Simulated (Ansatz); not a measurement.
Consider the ligand exchange at the Si–O bond: `C[Si](O)(O)[SiH3]` + H₂S → `C[Si](O)([SiH3])S` + H₂O.

Calculated with Ansatz (gas phase, PBE0-D4/def2-TZVP geometries, no zero-point term in ΔE). CCSD(T)/CBS is the MP2 limit (def2-TZVPP, def2-QZVPP) plus CCSD(T) − MP2 in def2-TZVPP, frozen cores. This one scheme is used for every species. Functionals use def2-TZVPP. One conformer a species, not always the lowest.

```csv
level,ΔE (kJ/mol)
r2SCAN,30.3
HF/def2-TZVPP,49.8
```

Task: What does CCSD(T)/CBS give? (Best estimate.)

Result: Computed: +27.7 kJ/mol. The listed levels differ from it by 2.6, 22.1 kJ/mol.

Largest T1 diagnostic among the species: 0.012.

In def2-TZVPP, CCSD(T) changes the Hartree–Fock value by −17.1 kJ/mol (the triples alone add −3.7 kJ/mol) and MP2 by −22.9 kJ/mol. The D4 term adds −7.6 kJ/mol with B3LYP and −4.2 kJ/mol with PBE0; it sums over pairs of atoms, weighted by their polarisabilities, and B3LYP, whose exchange is more repulsive, gets the larger term.

B3LYP here is the variant with VWN-RPA as its local correlation; programs differ in this.
